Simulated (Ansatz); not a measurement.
Basis-set extrapolation for C3H9AlS (`C[CH2][Al]([CH3])[SH]`) (PBE0-D4/def2-TZVP geometry, frozen core, Ansatz 0.2.0). Multiplicity 1, RHF reference.

|  | def2-TZVPP | def2-QZVPP |
| --- | --- | --- |
| HF | -758.417367 | -758.441253 |
| MP2 correlation | -0.791302 | -0.846504 |
| CCSD(T) correlation | -0.889248 | not run |

Energies in hartree. Use E(X) = E(∞) + A·exp(−7.88·√X) for Hartree–Fock and E(X) = E(∞) + B·X^(−2.97) for correlation, with X = 3 and 4, and add CCSD(T) minus MP2 of the smaller set to the MP2 limit.

What is the CCSD(T) energy at the basis-set limit?

HF limit: -758.441253 + (-0.023886) × 0.13774 = -758.44454. MP2 limit: -0.846504 + (-0.055202) × 0.74074 = -0.88739. Higher-order term: -0.889248 − (-0.791302) = -0.09795. Total: -759.42988 hartree, 77.3 kcal/mol below CCSD(T)/def2-TZVPP.
